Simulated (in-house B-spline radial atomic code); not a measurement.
**LDA exchange-only excitations of N³⁺**

Method: LDA exchange-only. Computed with an all-electron radial atomic-structure program (B-spline basis): linear response of the closed shell [He] 2s2 with the functional's adiabatic kernel; scalar-relativistic (spin-free one-electron X2C), finite nucleus, no spin-orbit coupling, no double excitations, S, P, D and F terms only.

Command:
```bash
python run_td.py task.json out
```
Settings (radii: box in bohr, nucleus in fm):
```
Z                        7
electrons                4
configuration            [He] 2s2
hamiltonian              x2c
method                   lda,
box_radius               23.08
rms_radius               2.5582
intervals                74
```

Run time, properties included: 0.1 s on 1 thread of Intel(R) Xeon(R) 6975P-C (Granite Rapids), with other jobs on the host.

The lowest states, in the order of their Tamm-Dancoff energies; the method's threshold (minus the highest occupied level) is 66.19 eV. Labels give the largest channel, * marks a mixed state, and oscillator strengths are full-response dipole values. Semilocal kernels can invert the small singlet-triplet splittings of Rydberg terms. Energies in eV:

```
     state  full response  Tamm-Dancoff  oscillator strength
2s → 2p 3P          5.814         6.942                    -
2s → 2p 1P         15.105        16.072                0.585
2s → 3s 3S          43.60         43.62                    -
2s → 3s 1S          45.26         45.29                    -
2s → 3p 3P              ?             ?                    -
2s → 3p 1P          47.03         47.04                0.302
2s → 3d 3D          48.36         48.40                    -
2s → 3d 1D          49.41         49.41                    -
2s → 4s 3S          55.42         55.43                    -
2s → 4s 1S              ?             ?                    -
```

Question: Where does 2s → 4s 1S lie?

Answer: At 55.87 eV in full response, 55.88 eV in Tamm-Dancoff.

Question: Where does 2s → 3p 3P lie?

Answer: At 46.40 eV in full response, 46.42 eV in Tamm-Dancoff.

Question: How large is the singlet-triplet splitting of 2s → 2p (P terms) in Tamm-Dancoff?

Answer: 9.13 eV, from the unrounded values.

Question: What polarisabilities and dispersion coefficient does the method give?

Answer: Dipole 2.095 bohr³, quadrupole 1.531 bohr⁵, C6 2.062 hartree·bohr⁶ for two such species.
